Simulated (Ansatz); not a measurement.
`C#CB(O)F` + `CC` → `OBF` + `C#CCC`  (formal exchange of groups at a B–C bond)

Program: Ansatz. Geometries: PBE0-D4/def2-TZVP. ΔE: electronic, gas phase. CBS: MP2 limit from def2 TZ/QZ plus the TZ coupled-cluster correction, frozen cores. This one scheme is used for every species. Functionals use def2-TZVPP. One conformer a species, not always the lowest.

```
             level  ΔE (kJ/mol)  difference from CCSD(T)/CBS
         revPBE-D4         57.9                         -0.1
        r2SCANh-D4         61.1                          3.1
          BHLYP-D4         57.1                         -0.9
            B2PLYP         59.0                          1.0
               PBE         58.3                          0.3
              BLYP         60.9                          2.9
              PBE0         57.0                         -1.0
           r2SCANh         61.4                          3.4
SCS-MP2/def2-QZVPP         56.5                         -1.5
     MP2/CBS(def2)         56.0                         -2.0
       CCSD(T)/CBS         58.0                            0
```

Largest T1 diagnostic among the species: 0.014.

Leaving LDA and LC-ωPBE aside and taking each functional with its dispersion term where it has one, the values, not all of them listed here, spread over 12.8 kJ/mol, from ωB97X-V to B97M-V. LDA lies −5.0 kJ/mol from PBE without D4.
